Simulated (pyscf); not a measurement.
**H₃Si–GeH₂–PH₂, singlet**

Gas-phase minimum from PySCF at ωB97X-D3(BJ)/def2-SVP, one conformer. 

SMILES: [SiH3][GeH2][PH2]
```xyz
10

Si    -0.0289    -1.5044     0.0233
Ge    -0.4860     0.5724     1.0594
P      1.3592     1.9646     0.9073
H     -1.1883    -2.4417     0.0932
H      1.1455    -2.1300     0.6996
H      0.3155    -1.2607    -1.4086
H     -0.8163     0.3975     2.5514
H     -1.6680     1.2901     0.3860
H      2.2764     0.9580     1.3277
H      1.5661     1.7020    -0.4782
```

Bonded distances (Å): Si1–Ge2 2.366, Si1–H4 1.492, Si1–H5 1.493, Si1–H6 1.493, Ge2–P3 2.316, Ge2–H7 1.538, Ge2–H8 1.538, P3–H9 1.425, P3–H10 1.425. Angles (°): Ge2–Si1–H4 112.4, Ge2–Si1–H5 108.8, Ge2–Si1–H6 108.7, H4–Si1–H5 109.1, H4–Si1–H6 109.1, H5–Si1–H6 108.8, Si1–Ge2–P3 110.2, Si1–Ge2–H7 111.5, Si1–Ge2–H8 111.5, P3–Ge2–H7 107.6, P3–Ge2–H8 107.6, H7–Ge2–H8 108.2, Ge2–P3–H9 93.9, Ge2–P3–H10 93.9 (the first ones only).

Properties at ωB97X-D3(BJ)/def2-SVP:

```yaml
harmonic_wavenumbers_unscaled: 91, 97, 112, 323, 363, 397, 487, 501, 643, 648, 755, 799, 874, 906, 954, 955, 1112, 2173, 2175, 2243, 2252, 2253, 2441, 2451 cm⁻¹
zero_point_energy: 37.2 kcal/mol
rotational_symmetry_number: 1
Entropy of this conformer at 298 K and 1 atm, rigid rotor and harmonic oscillator, modes under 100 cm⁻¹ raised to 100: 353.5 J/(mol K)
dipole_moment: 0.88 D
```

Single-point totals, which compare only within one level (frozen core for MP2 and CC):

```tsv
level	total energy (hartree)
ωB97X-D3(BJ)/def2-TZVP	-2712.09335
PBE/def2-TZVP	-2711.43368
r²SCAN/def2-TZVP	-2712.00822
B3LYP-D3(BJ)/def2-TZVP	-2712.18542
PBE0-D3(BJ)/def2-TZVP	-2711.56310
M06-2X/def2-TZVP	-2712.01613
ωB97M-D3(BJ)/def2-TZVP	-2712.17632
HF/def2-TZVPP	-2709.13462
MP2/def2-TZVPP	-2709.68795
CCSD/def2-TZVPP	-2709.74273
CCSD(T)/def2-TZVPP	-2709.76563
```

Soft torsions are taken as harmonic, which can shift the entropy by several J/(mol K). The CCSD(T) − MP2 part came from Ansatz, without density fitting, on the same reference. The frozen core leaves the outer d or s,p core shells of the metals and heavy elements correlated in the MP2 and CC values, and def2-TZVPP describes them poorly, so these totals are far from the basis limit. Elements up to Kr have no core potential and no relativistic terms here.
